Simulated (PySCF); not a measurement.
# From a computed spectrum to the compound

A species of 16 atoms with charge 3 has these harmonic modes (BP86, small Gaussian bases with core potentials, PySCF 2.14.0):

```csv
cm⁻¹,km/mol,symmetry
32,0.1,a
58,2.0,b
66,8.9,a
70,3.8,b
71,4.7,b
72,0.2,a
86,0.6,b
105,0.0,a
157,0.0,a
193,0.1,b
197,0.1,b
263,0.0,a
321,0.0,a
336,9.8,b
345,11.1,b
350,0.6,a
359,4.2,a
515,0.0,a
543,3.9,b
543,9.3,b
546,42.4,b
548,1.5,a
586,495.2,b
590,457.2,b
602,720.8,a
604,0.1,a
607,245.7,b
1616,119.5,a
1618,186.0,b
1619,16.3,a
1620,212.5,b
1624,9.8,a
3518,524.9,a
3520,648.2,b
3525,8.6,a
3538,695.6,b
3549,14.4,a
3567,320.9,b
3569,87.6,b
3570,513.3,a
3588,0.0,a
3588,584.3,b
```

(1) Which species is it, and in which structure?

Answers

(1) [Nd(H2O)5]3+ (singlet in the valence; each metal's 4f electrons, 3 of them, lie in its core potential, out of spins and levels):
```xyz
16

Nd    0.0119    0.0000    0.0000
O    -0.3633    0.0434    2.3863
H    -0.4712    0.8317    2.9754
H    -0.4719   -0.7209    3.0068
O    -0.3633   -0.0433   -2.3863
H    -0.4713   -0.8316   -2.9754
H    -0.4718    0.7209   -3.0068
O     2.3881   -0.0001    0.0000
H     3.0019    0.0091   -0.7790
H     3.0019   -0.0093    0.7790
O    -0.8744    2.2332   -0.0417
H    -0.3774    3.0910   -0.0564
H    -1.8244    2.5174   -0.0516
O    -0.8745   -2.2331    0.0417
H    -1.8246   -2.5173    0.0516
H    -0.3776   -3.0910    0.0564
```
Ideal gas at 298.15 K and 1 bar: S = 529.6 J/(mol K), Cp = 210.1 J/(mol K), H − H(0 K) = 42.1 kJ/mol (rigid rotor, harmonic modes, spin degeneracy alone, that of the 4f electrons in the core included; the modes under 60 cm⁻¹ make these uncertain). An lcecp potential fixes the number of 4f electrons, so in runs with it no electron can move into or out of that shell.
 Other answers can fit too; this one was computed.
